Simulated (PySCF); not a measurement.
Static response to an electric field

C₅H₁₀F₂O.
Cartesian coordinates in Å at the GFN2-xTB level; atoms count from 1:
```
atom  x, y, z in Å
C1    -1.346   -0.831   -0.978
C2    -0.298   -0.081   -0.155
C3    -0.500    1.430   -0.284
C4    -0.396   -0.509    1.321
F5    -1.657   -0.253    1.799
O6     0.962   -0.508   -0.707
C7     2.122   -0.057   -0.160
F8     2.432   -0.718    1.017
H9    -1.113   -1.892   -0.984
H10   -1.338   -0.470   -2.002
H11   -2.332   -0.682   -0.548
H12    0.172    1.985    0.367
H13   -1.520    1.674    0.000
H14   -0.333    1.739   -1.313
H15   -0.216   -1.583    1.425
H16    0.298    0.049    1.957
H17    2.126    1.013    0.095
H18    2.929   -0.297   -0.862
```

Level: PBE0/def2-SVPD (PySCF), static field, nuclei fixed, core orbitals frozen in the response. The polarisability tensor in these axes (au):

```
x   73.34  0.17  1.45
y    0.17 64.87 -0.69
z    1.45 -0.69 65.22
```

Task: What are the eigenvalues, a third of the trace, and Δα (Δα² = ½Σ(αi − αj)² over the three pairs)?

Result: Principal values 64.21, 65.63 and 73.59 au; mean 67.81 au = 10.05 Å³ = 11.18 × 10⁻⁴⁰ C²·m²/J; Δα = 8.76 au (13 % of the mean).

Task: What is the dipole moment, and where does it point?

Result: (0.38, 1.39, -1.35) D, 1.97 D in size, pointing from the negative to the positive side. Measured along this direction, the outermost atoms are H15 at the negative end and H14 at the positive end.

Task: What depolarisation ratio follows for Rayleigh scattering of linearly polarised light, taking the static tensor?

Result: ρ = 3Δα²/(45ᾱ² + 4Δα²) = 230.0/(206925 + 306.6) = 0.00111.

Task: Estimate the molar refractivity from the static electronic polarisability.

Result: Lorentz–Lorenz: R = (4π/3)N_A α = 2.5225 cm³/(mol·Å³) × 10.05 Å³ = 25.3 cm³/mol, in the limit of long wavelengths.

Task: What are the principal values of the traceless quadrupole moment, Θ = ½Σq(3rr − r²1), about the centre of nuclear charge?

Result: -4.28, -1.38, 5.66 D·Å. The values depend on the origin, since the dipole doesn't vanish. The electronic extent ⟨r²⟩ about the same centre is 1034 bohr², a root-mean-square distance of 2.09 Å for the 66 electrons.

Task: Along which axes do the principal values lie, and how far do the nuclei extend along each?

Result: Largest value along (0.99, 0.01, 0.17), where the nuclei span 5.13 Å; middle along (-0.12, -0.68, 0.72), 4.23 Å; least along (-0.12, 0.73, 0.67), 3.59 Å. The response follows the extents in order.

The structure is a single GFN2-xTB conformer in the gas phase; no vibrational or solvent corrections.
